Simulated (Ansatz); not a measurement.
Start from `CCO[Si](C)(F)F` and change one atom or group to get `C[SiH](F)F`.

Ansatz, PBE0-D4/def2-TZVP geometries, multiplicity 1. Each molecule was computed in one conformer, which needn't be the lowest.

```
                                          property  `CCO[Si](C)(F)F`
               HOMO energy (B3LYP/def2-TZVPP) / eV             -8.53
                 HOMO energy (PBE/def2-TZVPP) / eV             -7.16
size of the dipole moment (ωB97M-V/def2-TZVPP) / D              1.38
    size of the dipole moment (PBE/def2-TZVPP) / D              1.36
                LUMO energy (PBE0/def2-TZVPP) / eV              1.09
             LUMO energy (ωB97M-V/def2-TZVPP) / eV              2.54
```

**Question.** Give the same properties after the change, and the shifts. (Best estimate.)

**Answer.** The calculation gave: 
| property | `C[SiH](F)F` | shift |
| --- | --- | --- |
| HOMO energy (B3LYP/def2-TZVPP) / eV | -9.17 | -0.64 |
| HOMO energy (PBE/def2-TZVPP) / eV | -7.91 | -0.75 |
| size of the dipole moment (ωB97M-V/def2-TZVPP) / D | 2.10 | 0.72 |
| size of the dipole moment (PBE/def2-TZVPP) / D | 2.04 | 0.68 |
| LUMO energy (PBE0/def2-TZVPP) / eV | 1.05 | -0.04 |
| LUMO energy (ωB97M-V/def2-TZVPP) / eV | 2.54 | 0.00 |

Dipoles are sizes alone; their direction can turn.

B3LYP here is the variant with VWN-RPA as its local correlation; programs differ in this.
